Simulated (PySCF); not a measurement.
Species: C2H8B3N3O.
SMILES with atom numbers: `[CH3:1][C:2](=[O:3])[N:4]1[BH:5][NH:6][BH:7][NH:8][BH:9]1`

Structure used (PBE0-D3(BJ)/def2-SVP), in Å, numbered top down from 1:
```
atom  x, y, z in Å
C1     2.4660   -0.9897   -0.1466
C2     1.7336    0.3193    0.0168
O3     2.3204    1.3693   -0.0423
N4     0.3320    0.2685    0.2441
B5    -0.3336    1.4999    0.6489
N6    -1.7416    1.4690    0.8385
B7    -2.5389    0.3031    0.6565
N8    -1.8488   -0.8838    0.2691
B9    -0.4455   -0.9364    0.0612
H10    3.5387   -0.7673   -0.1667
H11    2.1833   -1.4807   -1.0892
H12    2.2404   -1.6928    0.6672
H13    0.2932    2.5045    0.8395
H14   -2.1923    2.3273    1.1280
H15   -3.7350    0.3153    0.8232
H16   -2.3805   -1.7326    0.1281
H17    0.0658   -1.9734   -0.2736
```

NICS is the negative of the GIAO shielding at a point without a nucleus: at the ring centre (0) and 1 Å above and below it (1); zz is the component along the ring normal. Level: GIAO PBE0/pcSseg-1 (PySCF, non-relativistic, gas phase) on the PBE0-D3(BJ)/def2-SVP geometry, one conformer.

Ring bond lengths (Å), with Mayer bond orders in brackets: N4–B5 1.457 (1.01), B5–N6 1.421 (1.19), N6–B7 1.424 (1.15), B7–N8 1.427 (1.14), N8–B9 1.420 (1.21), B9–N4 1.446 (1.06).

Q: Give the NICS values of each ring in ppm.

A: 
| ring | type | NICS(0) | NICS(1), two faces | NICS(1)zz, two faces | rms pucker (Å) | centre to ring atoms, mean (Å) |
| --- | --- | --- | --- | --- | --- | --- |
| N4–B5–N6–B7–N8–B9 | 6-membered ring with 3 B and 3 N; formal bonds all single | -2.6 | -3.3 / -3.4 | -4.0 / -4.2 | 0.00 | 1.43 |

Q: What do they say, and how far can they be read as aromaticity?

A: 
- N4–B5–N6–B7–N8–B9: mean NICS(1)zz -4.1 ppm, shielded.

Q: At the first NICS(1) probe listed for ring N4–B5–N6–B7–N8–B9, 1 Å off the ring, what do the in-plane components average?

A: The isotropic value is a third of the trace: (3 × -3.3 − (-4.0))/2 = -2.9 ppm.

Q: List the ring angles and the Hirshfeld charges of the ring atoms.

A: 
- N4–B5–N6–B7–N8–B9: N4 119.6° (-0.161 e), B5 118.1° (+0.169 e), N6 123.7° (-0.220 e), B7 116.4° (+0.170 e), N8 123.3° (-0.222 e), B9 118.8° (+0.167 e); sum 720.0° against 720° for a flat convex ring.

Q: What are the shieldings of the ring atoms and their hydrogens in the same run (means over atoms taken as equivalent)?

A: 
```
   atoms             environment  σ isotropic (ppm)  principal values of the symmetric part, first atom (ppm)
      N4          amide nitrogen               58.4                                        -36.5, 15.2, 196.5
 B5 (×2)  three-coordinate boron               71.2                                         41.0, 56.2, 116.7
 N6 (×2)    boron-bound nitrogen              119.1                                       -30.9, 148.6, 236.5
      B7  three-coordinate boron               72.6                                         45.9, 57.4, 114.4
H13 (×2)            B–H hydrogen              25.87                                          22.1, 26.7, 28.1
H14 (×2)            N–H hydrogen              25.45                                          20.9, 25.4, 29.7
     H15            B–H hydrogen              26.50                                          23.8, 27.0, 28.8
```

Q: How do the values depend on the level or the medium?

A: 
```
                            level  NICS(0), N4–B5–N6–B7–N8–B9  mean NICS(1)zz, N4–B5–N6–B7–N8–B9
               PBE0/pcSseg-1, gas                        -2.6                               -4.1
PBE0/pcSseg-1, IEF-PCM chloroform                        -2.5                               -4.1
```

The geometry is the same throughout; the continuum's cavity takes Bondi-type radii × 1.2.

On an Arm Neoverse V2 with one thread, shared host, this took 37 s wall (grids of density and orbitals included) and 0.97 GiB of memory at its peak. This is the whole shielding run at PBE0/pcSseg-1, SCF included.
